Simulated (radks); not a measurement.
All-electron atom: Lu+ in [Xe] 4f14 6s2.

Method: scalar-relativistic Kohn-Sham, PBEsol, spin-polarised, spherical densities, finite nucleus; Fermi nuclear charge, rms radius 5.37 fm; computed with a radial shooting solver on a logarithmic mesh with Libxc functionals.

Energy parts (eV):
total: -396111.17
kinetic: 432661.94
electron-nucleus: -975527.81
Hartree: 154792.96
exchange-correlation: -8038.25

Orbitals (lengths in bohr, moments of r in powers of bohr; <r^-3> diverges for s and p1/2; r(max) is where P^2 peaks):
orbital  occ.  eigenvalue (eV)      <r^2>   <1/r>   r(max)  <r^-3>
1s          2        -63210.17  0.0005125   82.16  0.01214       -
2s          2        -10768.22   0.007924   19.17  0.06933       -
2p          6        -9477.446   0.006496   17.55  0.05661   16850
3s          2        -2446.926    0.05172   7.088   0.1958       -
3p          6        -2059.429    0.05228   6.587   0.1932    3696
3d         10        -1593.436    0.04345   6.236   0.1574   483.4
4s          2        -493.8803     0.2582   3.000   0.4462       -
4p          6        -366.6848     0.2938   2.734   0.4672   843.6
4d         10        -200.6502     0.3484   2.420   0.4809   93.14
4f         14         -18.5432     0.6890   1.830   0.4685   13.91
5s          2         -70.0135      1.537   1.136    1.042       -
5p          6         -40.4747      2.180  0.9433    1.193   107.8
6s          2         -11.0858      11.90  0.3861    2.865       -

The highest occupied level is 6s at -11.086 eV. The electron density at the nucleus is 1.175e+06 e/bohr^3 (large components only). Summed over all electrons, <r^2> = 56.28 bohr^2, which gives a Langevin (diamagnetic) susceptibility term of -44.6 x 10^-6 cm^3/mol. The density falls to 0.001 e/bohr^3 at r = 4.62 bohr.
